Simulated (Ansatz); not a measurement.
`N[Si]1(F)[AlH][S]1` and `C[Si]1(N)[AlH][S]1` differ in one atom or group.

Ansatz, PBE0-D4/def2-TZVP geometries, multiplicity 1. Each molecule was computed in one conformer, which needn't be the lowest.

| property | `N[Si]1(F)[AlH][S]1` |
| --- | --- |
| HOMO–LUMO gap (PBE/def2-TZVPP) / eV | 2.78 |
| LUMO energy (ωB97M-V/def2-TZVPP) / eV | -0.13 |
| HOMO–LUMO gap (PBE0/def2-TZVPP) / eV | 4.52 |
| HOMO energy (PBE/def2-TZVPP) / eV | -5.34 |
| HOMO–LUMO gap (B3LYP/def2-TZVPP) / eV | 4.19 |
| size of the dipole moment (ωB97M-V/def2-TZVPP) / D | 2.38 |

Problem. Give the same properties after the change, and the shifts. (Estimate.)

Solution. The calculation gave: 
| property | `C[Si]1(N)[AlH][S]1` | shift |
| --- | --- | --- |
| HOMO–LUMO gap (PBE/def2-TZVPP) / eV | 2.81 | 0.03 |
| LUMO energy (ωB97M-V/def2-TZVPP) / eV | 0.12 | 0.25 |
| HOMO–LUMO gap (PBE0/def2-TZVPP) / eV | 4.51 | -0.01 |
| HOMO energy (PBE/def2-TZVPP) / eV | -5.08 | 0.26 |
| HOMO–LUMO gap (B3LYP/def2-TZVPP) / eV | 4.18 | -0.01 |
| size of the dipole moment (ωB97M-V/def2-TZVPP) / D | 1.95 | -0.43 |

Dipoles are sizes alone; their direction can turn.

B3LYP here is the variant with VWN-RPA as its local correlation; programs differ in this.
